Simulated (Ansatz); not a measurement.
`COB(O)Cl` + HCl → `COB(Cl)Cl` + H₂O  (ligand exchange at a B–O bond)

Computed with Ansatz on PBE0-D4/def2-TZVP structures; ΔE is electronic, products minus reactants. CBS: MP2 limit from def2 TZ/QZ plus the TZ coupled-cluster correction, frozen cores. This one scheme is used for every species. DFT in def2-TZVPP. One conformer a species, not always the lowest.

`COB(O)Cl`:

Cartesian coordinates in Å:
```
C -0.046 -0.959 0.973
O 0.010 -0.464 -0.352
B 0.033 0.851 -0.657
O 0.087 1.256 -1.946
Cl -0.004 2.104 0.593
H -0.051 -2.046 0.911
H -0.953 -0.620 1.479
H 0.822 -0.632 1.549
H 0.103 0.509 -2.551
```

HCl:

```xyz
2

Cl   -0.177    0.266    0.554
H     0.177   -0.266   -0.554
```

`COB(Cl)Cl`:

Z-matrix (Å, degrees):
```
C
O 1 1.417
H 1 1.091 2 108.7
H 1 1.090 2 107.8 3 118.2
H 1 1.091 2 111.7 3 -121.0
B 2 1.331 1 126.0 3 108.4
Cl 6 1.763 2 123.2 1 0.6
Cl 6 1.752 2 118.1 1 -179.4
```

H₂O:

```xyz
3

O    -0.047   -0.326   -0.208
H     0.215    0.539   -0.530
H    -0.168   -0.213    0.737
```

```csv
level,ΔE (eV)
PBE0-D4,0.44
r2SCAN,0.48
PBE0,0.46
SCS-MP2/def2-TZVPP,0.48
CCSD/def2-TZVPP,0.53
CCSD(T)/def2-TZVPP,0.50
HF/def2-QZVPP,0.63
HF/CBS(def2),0.63
```

**Question.** What does CCSD(T)/CBS give? (Estimate.)

**Answer.** The calculation gave: +0.45 eV. The listed levels differ from it by -0.01, 0.03, 0.01, 0.03, 0.08, 0.05, 0.18, 0.18 eV.

Largest T1 diagnostic among the species: 0.012.

From PBE to PBE0 (25 % exact exchange), in def2-TZVPP and without D4, ΔE moves by +0.03 eV. In def2-TZVPP, CCSD(T) changes the Hartree–Fock value by −0.13 eV (the triples alone add −0.03 eV) and MP2 by −0.20 eV.
